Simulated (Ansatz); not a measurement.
Cost and result for the atomization energy of C₂H₉NOSi (`CCO[SiH2]N`) (14 atoms, 13 bonds).

```xyz
14

C    -2.222    0.614   -0.517
C    -0.935   -0.158   -0.369
O    -0.076    0.523    0.522
Si    1.348   -0.108    1.050
N     2.543   -0.397   -0.134
H    -2.022    1.616   -0.903
H    -2.722    0.713    0.448
H    -2.897    0.104   -1.209
H    -0.445   -0.270   -1.345
H    -1.143   -1.170    0.008
H     1.835    0.909    2.008
H     1.091   -1.435    1.672
H     3.016    0.341   -0.628
H     2.628   -1.282   -0.602
```

Charge 0, multiplicity 1. All single points use the PBE0-D4/def2-TZVP geometry. It is one conformer, not always the lowest. Program: Ansatz. All runs use 4 threads of an Arm Neoverse V1 on a shared host. Times are those of one run each, without the atoms' runs, and a repeat can differ threefold. Electronic energies, without spin–orbit coupling; frozen cores. CCSD(T)/CBS adds CCSD(T) − MP2 in def2-TZVPP to the MP2 limit, and its time is that of the two runs behind it. T1 = 0.011. B3LYP takes the VWN-RPA correlation (the form of Gaussian; ORCA's B3LYP/G).

CCSD(T)/CBS is a level of theory with its own doubt, some kJ/mol a heavy atom from the limit and from the frozen cores, so smaller differences don't rank the functionals.

| level | functions | atomization (kcal/mol) | difference from CCSD(T)/CBS | per bond |
| --- | --- | --- | --- | --- |
| CCSD(T)/CBS(def2) | – | 1243.0 | 0.0 | 0.0 |
| ωB97M-V/def2-TZVPP (with forces) | 292 | 1245.4 | 2.4 | 0.2 |
| PBE-D4/def2-TZVPP (with forces) | 292 | 1255.1 | 12.1 | 0.9 |
| CCSD(T)/def2-TZVPP | 292 | 1209.9 | -33.1 | -2.5 |
| r2SCAN-D4/def2-TZVPP (with forces) | 292 | 1238.9 | -4.1 | -0.3 |
| B3LYP-D4/def2-TZVPP (with forces) | 292 | 1242.8 | -0.2 | 0.0 |
| ωB97X-V/def2-TZVPP | 292 | 1245.5 | 2.5 | 0.2 |
| B2PLYP/def2-TZVPP | 292 | 1229.2 | -13.8 | -1.1 |
| PBE0-D4/def2-TZVPP | 292 | 1236.9 | -6.1 | -0.5 |
| MP2/def2-QZVPP | 568 | 1242.0 | -1.0 | -0.1 |

(1) Order the runs by time, with rough figures. (Estimate.)

## Answers

(1) The calculation gave: PBE-D4/def2-TZVPP (with forces) 3.5 s; PBE0-D4/def2-TZVPP 4 s; B3LYP-D4/def2-TZVPP (with forces) 7 s; r2SCAN-D4/def2-TZVPP (with forces) 7 s; B2PLYP/def2-TZVPP 8 s; ωB97X-V/def2-TZVPP 11 s; ωB97M-V/def2-TZVPP (with forces) 16 s; MP2/def2-QZVPP 46 s; CCSD(T)/def2-TZVPP 6.5 min; CCSD(T)/CBS(def2) 7.3 min.

In def2-TZVPP, CCSD(T) changes the Hartree–Fock value by +303.2 kcal/mol (the triples alone add +15.0 kcal/mol) and MP2 by +315.5 kcal/mol; breaking electron pairs costs correlation energy, which Hartree–Fock lacks. The D4 term adds +9.4 kcal/mol with B3LYP and +5.0 kcal/mol with PBE0; it sums over pairs of atoms, weighted by their polarisabilities, and B3LYP, whose exchange is more repulsive, gets the larger term. From PBE to PBE0 (25 % exact exchange), in def2-TZVPP and without D4, the atomization energy moves by −17.2 kcal/mol: exact exchange takes away binding that semilocal exchange gives to molecules.
